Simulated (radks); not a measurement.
All-electron atom: Zr4+ in [Kr].

All-electron calculation, Dirac Kohn-Sham, BLYP, spin-unpolarised, spherical densities, point nucleus. Program: a radial shooting solver on a logarithmic mesh with Libxc functionals.

Energy parts (eV):
| part | energy |
|---|---|
| total | -97869.696 |
| kinetic | 101151.120 |
| electron-nucleus | -234643.852 |
| Hartree | 38709.417 |
| exchange-correlation | -3086.380 |

Orbitals (lengths in bohr, moments of r in powers of bohr; <r^-3> diverges for s and p1/2):
1s1/2: occ. 2; eigenvalue (eV) -17863.70; <r^4> 8.869e-06
2s1/2: occ. 2; eigenvalue (eV) -2511.941; <r^4> 0.001672
2p1/2: occ. 2; eigenvalue (eV) -2303.351; <r^4> 0.001120
2p3/2: occ. 4; eigenvalue (eV) -2217.442; <r^-3> 2036; <r^4> 0.001241
3s1/2: occ. 2; eigenvalue (eV) -447.0126; <r^4> 0.09055
3p1/2: occ. 2; eigenvalue (eV) -369.4013; <r^4> 0.09603
3p3/2: occ. 4; eigenvalue (eV) -355.7082; <r^-3> 328.3; <r^4> 0.1048
3d3/2: occ. 4; eigenvalue (eV) -218.8385; <r^-3> 46.56; <r^4> 0.1189
3d5/2: occ. 6; eigenvalue (eV) -216.3343; <r^-3> 44.59; <r^4> 0.1224
4s1/2: occ. 2; eigenvalue (eV) -95.3459; <r^4> 3.814
4p1/2: occ. 2; eigenvalue (eV) -73.8899; <r^4> 5.704
4p3/2: occ. 4; eigenvalue (eV) -71.9546; <r^-3> 46.63; <r^4> 6.170

The highest occupied level is 4p3/2 at -71.955 eV. The density falls to 0.001 e/bohr^3 at r = 2.90 bohr. For comparison, the ionisation energy in NIST's Atomic Spectra Database is 80.35 eV (semi-empirical). In exact Kohn-Sham theory the highest level is minus the ionisation energy, but local and semilocal functionals leave it too shallow, through self-interaction and a potential that decays too fast; potentials with the right tail come closer.
